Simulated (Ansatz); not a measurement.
Ideal-gas functions of `FB(Cl)B1O[SiH]1F` at 600 K and 1 bar, from an Ansatz frequency run at PBE0-D4/def2-TZVP.

Molar mass 140.17 g/mol, point group C1 (symmetry number 1), electronic degeneracy 1, moments of inertia 147.877, 627.847, 724.234 u Å². Harmonic wavenumbers (cm⁻¹, unscaled): 45, 66, 128, 197, 259, 289, 446, 493, 553, 561, 723, 812, 842, 947, 1010, 1299, 1429, 2281.

Use S(trans) = R[1.5 ln M + 2.5 ln T − 1.1517]; rotational temperatures θ = 24.2544 K / I; S(rot) = R[ln(√π/σ · √(T³/θAθBθC)) + 1.5]; for each mode x = 1.438777 ν̃/T, S = R[x/(eˣ − 1) − ln(1 − e⁻ˣ)] and H = RT x/(eˣ − 1); 1 cm⁻¹ = 0.0119627 kJ/mol; R = 8.31446 J/(mol·K).

By hand: the entropy, in J/(mol·K).

Translation 185.0. Rotation: θ = 0.164, 0.0386, 0.0335 K, giving 132.2. Vibration, mode by mode: 26.83, 23.65, 18.17, 14.63, 12.41, 11.53, 8.14, 7.39, 6.55, 6.45, 4.71, 3.97, 3.75, 3.08, 2.73, 1.58, 1.23, 0.23, in all 157.0. Electronic 0.0. Sum 474.2 J/(mol·K).

By hand: H − E and G − E in kJ/mol, counted from the electronic energy.

Zero-point energy ½ × 12380 × 0.0119627 = 74.0; thermal vibration 43.6; translation, rotation and pV give 4 RT = 20.0. H − E = 137.6 kJ/mol, and G − E = 137.6 − 600 × 474.2/1000 = -146.9 kJ/mol.

Vibration gives 33 % of the entropy, 68.6 J/(mol·K) of it from the modes under 150 cm⁻¹: soft modes count most, and the harmonic formula is weakest for them. The sum counts one conformer and one mirror image; others add a mixing term.
